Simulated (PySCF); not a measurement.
## Zr²⁺: interval between two levels

Zr²⁺ [Kr] 4d2 [3F4, M_J = 4] → Zr²⁺ [Kr] 4d1 5s1 [3D3, M_J = 3], as a difference of total energies. All numbers are calculated (PySCF 2.14, the two-component X2C-1e Hamiltonian, in x2c-TZVPall-2c with one added diffuse shell each of s, p, d type (9s10p8d1f, 86 functions)). Correlated levels: [Ar] 3d10 frozen; the 6 highest virtual spinors dropped. "Screened" scales the spin-orbit matrix elements by Boettger's factors to mimic the two-electron term; Breit and QED terms are absent.

```tsv
method	interval between two levels (cm⁻¹)
GHF (spin-free)	18433
GMP2 (spin-free)	15874
GHF (screened spin-orbit)	18272
GMP2 (screened spin-orbit)	15704
```

The labels give the starting determinants; with spin-orbit coupling the two ends relaxed to ⟨J²⟩ = 20.01, ⟨L²⟩ = 12.02, ⟨S²⟩ = 2.01 and ⟨J²⟩ = 12.01, ⟨L²⟩ = 6.01, ⟨S²⟩ = 2.01.
